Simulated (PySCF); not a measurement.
tellurium hexafluoride (F6Te), SMILES F[Te](F)(F)(F)(F)F.

Geometry: r2SCAN-D4/def2-SVP. The def2 effective core potentials stand for the cores of Te; spin–orbit coupling is left out.

These are ωB97X/def2-TZVP run with PySCF values and carry that method's errors.

Symmetry labels are those of the subgroup D2h that the program uses (full group Oh).

**Question.** List the valence orbital energies around the gap with their symmetry. (Estimate from the structure and the level; the computed values follow.)

**Answer.** 
| orbital | symmetry | energy (eV) |
|---|---|---|
| HOMO−7 | B2u | -16.20 |
| HOMO−6 | B3u | -16.20 |
| HOMO−5 | B1u | -16.13 |
| HOMO−4 | B2u | -16.13 |
| HOMO−3 | B3u | -16.13 |
| HOMO−2 | B1g | -15.43 |
| HOMO−1 | B2g | -15.43 |
| HOMO | B3g | -15.43 |
| LUMO | Ag | -2.99 |
| LUMO+1 | B1u | 2.60 |
| LUMO+2 | B2u | 2.60 |
| LUMO+3 | B3u | 2.60 |
